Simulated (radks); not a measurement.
Results of a calculation; reference values are marked as such.
Problem. Neutral holmium, 67 electrons, occupied as [Xe] 4f11 6s2. Level of theory: scalar-relativistic Kohn-Sham, PBE, spin-polarised, spherical densities, finite nucleus; open shells are filled with parallel spins first (spin-orbit coupling, left out, can overturn this in heavy ions); Fermi nuclear charge, rms radius 5.2022 fm (a radial shooting solver on a logarithmic mesh with Libxc functionals). Some entries of the table are withheld. Estimate them.

orbital  occ.  eigenvalue (hartree)  <1/r> (bohr^-1)  <r> (bohr)
1s up       1             -2039.126            76.04     0.02074
1s down     1             -2039.126            76.04     0.02074
2s up       1             -341.0857            17.69     0.08810
2s down     1             -341.0847            17.69     0.08810
2p up       3             -302.2045            16.38     0.07806
2p down     3             -302.2037            16.38     0.07806
3s up       1             -76.19752            6.515      0.2299
3s down     1             -76.15253            6.518      0.2298
3p up       3             -64.31225            6.097      0.2289
3p down     3             -64.26738            6.099      0.2288
3d up       5             -49.21927            5.781      0.2079
3d down     5             -49.18504            5.783      0.2078
4s up       1             -15.08966            2.749      0.5188
4s down     1             -14.99232            2.749      0.5189
4p up       3             -11.17759            2.518      0.5501
4p down     3             -11.08153            2.518      0.5502
4d up       5              -5.89116            2.222      0.5963
4d down     5              -5.79653            2.220      0.5968
5s up       1              -1.87295            1.041       1.273
5s down     1              -1.82583            1.032       1.282
5p up       3              -0.96661           0.8624       1.514
5p down     3              -0.93317           0.8522       1.530
4f up       7              -0.15280            1.610         (1)
6s up       1              -0.14074           0.3097       4.043
6s down     1              -0.13785           0.3059       4.090
4f down     4              -0.07094            1.578         (2)

Solution. 
(1) 4f up <r> (bohr): 0.8412
(2) 4f down <r> (bohr): 0.8807
